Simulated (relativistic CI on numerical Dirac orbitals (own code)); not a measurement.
**Calculated levels, Si X**

Method of calculation: Dirac-Coulomb-Breit CI, orbitals from a KLI potential per configuration, a model potential for QED, unscaled Slater integrals (own radial code, finite nucleus).

CI space (outside the closed core 1s2): 2s2.2p, 2s.2p2, 2p3, 2p2.3s, 2s2.3s, 2p2.3p, 2p2.3d, 2s2.3p, 2s2.3d, 2s.2p.3s, 2s.2p.3p, 2s.2p.3d, 2s2.4s, 2s2.4p, 2s2.4d, 2s2.4f. Levels of other configurations are missing.

| No. | Configuration | Term | J | E (eV) | % | Landé g |
| --- | --- | --- | --- | --- | --- | --- |
| 41 | 2s.2p.3p | 2S | 1/2 | 264.316 | 99 | 1.999 |
| 42 | 2s.2p.3d | 4F° | 9/2 | 264.521 | 100 | 1.333 |
| 43 | 2s.2p.3d | 4D° | 1/2 | 266.150 | 97 | 0.036 |
| 44 | 2s.2p.3d | 4D° | 3/2 | 266.176 | 91 | 1.223 |
| 45 | 2s.2p.3d | 4D° | 5/2 | 266.233 | 80 | 1.394 |
| 46 | 2s.2p.3d | 4D° | 7/2 | 266.509 | 97 | 1.426 |
| 47 | 2s.2p.3d | 2D° | 3/2 | 266.795 | 95 | 0.815 |
| 48 | 2s.2p.3d | 2D° | 5/2 | 266.838 | 74 | 1.267 |
| 49 | 2s.2p.3d | 4P° | 5/2 | 267.291 | 73 | 1.507 |
| 50 | 2s.2p.3d | 4P° | 3/2 | 267.391 | 92 | 1.693 |
| 51 | 2s.2p.3d | 4P° | 1/2 | 267.486 | 97 | 2.632 |
| 52 | 2s.2p.3s | 2P° | 1/2 | 268.245 | 92 | 0.665 |
| 53 | 2s.2p.3s | 2P° | 3/2 | 268.260 | 91 | 1.332 |
| 54 | 2s.2p.3d | 2F° | 5/2 | 271.653 | 100 | 0.858 |
| 55 | 2s.2p.3d | 2F° | 7/2 | 272.195 | 100 | 1.143 |
| 56 | 2s.2p.3d | 2P° | 3/2 | 272.837 | 94 | 1.332 |
| 57 | 2s.2p.3d | 2P° | 1/2 | 273.145 | 95 | 0.666 |
| 58 | 2s.2p.3p | 2P | 1/2 | 277.883 | 85 | 0.668 |
| 59 | 2s.2p.3p | 2P | 3/2 | 278.013 | 70 | 1.232 |
| 60 | 2s.2p.3p | 2D | 3/2 | 278.211 | 76 | 0.901 |
| 61 | 2s.2p.3p | 2D | 5/2 | 278.228 | 93 | 1.200 |
| 62 | 2s.2p.3p | 2S | 1/2 | 280.559 | 92 | 2.001 |
| 63 | 2p2(3P).3s | 4P | 1/2 | 282.916 | 99 | 2.666 |
| 64 | 2p2(3P).3s | 4P | 3/2 | 283.227 | 99 | 1.733 |
| 65 | 2p2(3P).3s | 4P | 5/2 | 283.691 | 99 | 1.599 |
| 66 | 2s.2p.3d | 2F° | 7/2 | 286.289 | 92 | 1.143 |
| 67 | 2s.2p.3d | 2F° | 5/2 | 286.316 | 92 | 0.856 |
| 68 | 2s.2p.3d | 2D° | 3/2 | 287.703 | 98 | 0.799 |
| 69 | 2s.2p.3d | 2D° | 5/2 | 287.791 | 98 | 1.200 |
| 70 | 2p2(3P).3s | 2P | 1/2 | 288.627 | 82 | 0.668 |

Energies count from the lowest computed level; ° marks odd parity. Percentages are summed over parent terms; the parents shown are those of the largest component, closed shells are left out there.

The mean weight of the leading LS term, summed over parents, in these 30 levels is 91 %, and that of the leading jj configuration (from the same eigenvectors) 60 %, so LS coupling describes them better.

At this charge energies of transitions that change n are usually good to better than 1 %, and those within a shell (Δn = 0) to a few per cent.

LS names give the leading component of a level, which can be under half, so a name can repeat, a term be missing and a line seem to break the LS rules.
